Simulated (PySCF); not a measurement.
Homolysis of single bonds, series Ge Cl-H. All species are isolated molecules in the gas phase. Strings in code marks are SMILES.

The four lowest singlet excitations (Tamm–Dancoff). Level of theory: ωB97X-D3(BJ)/def2-TZVP // B3LYP-D3(BJ)/def2-TZVP (PySCF). Excitations are Tamm–Dancoff values on a coarser integration grid. The basis has no diffuse functions, so Rydberg states are missing or too high.

```
state  energy (eV)  wavelength (nm)  oscillator strength
-----  -----------  ---------------  -------------------
S1            7.26              171                0.014
S2            7.26              171                0.014
S3            8.96              138                0.027
S4            8.96              138                0.027
```

### Question
Which member gives these states?
A) `[Cl][GeH3]`
B) `[Cl][GeH2][Cl]`
C) `[Cl][Ge]([Cl])([Cl])[Cl]`
D) `[Cl][GeH]([Cl])[Cl]`

### Answer
A, `[Cl][GeH3]`
